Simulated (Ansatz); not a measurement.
`OC([SiH3])O[SiH3]`, charge 0, multiplicity 1.

Question: Give a relaxed structure at PBE0-D4/def2-TZVP (the Gaussian-basis code of Ansatz). (Best estimate.)

Answer: Computed: 
Z-matrix (Å, degrees):
```
C
Si 1 1.910
O 1 1.409 2 107.5
O 1 1.405 2 112.5 3 123.5
H 1 1.098 2 111.3 3 -120.0
H 2 1.486 1 109.4 3 172.3
H 2 1.484 1 111.0 3 50.7
H 2 1.489 1 106.7 3 -69.5
Si 3 1.658 1 121.7 2 176.8
H 4 0.963 1 108.7 2 -52.6
H 9 1.485 3 112.2 1 -79.2
H 9 1.482 3 105.5 1 161.9
H 9 1.488 3 109.8 1 42.5
```
This is one stationary point; other conformers may exist.
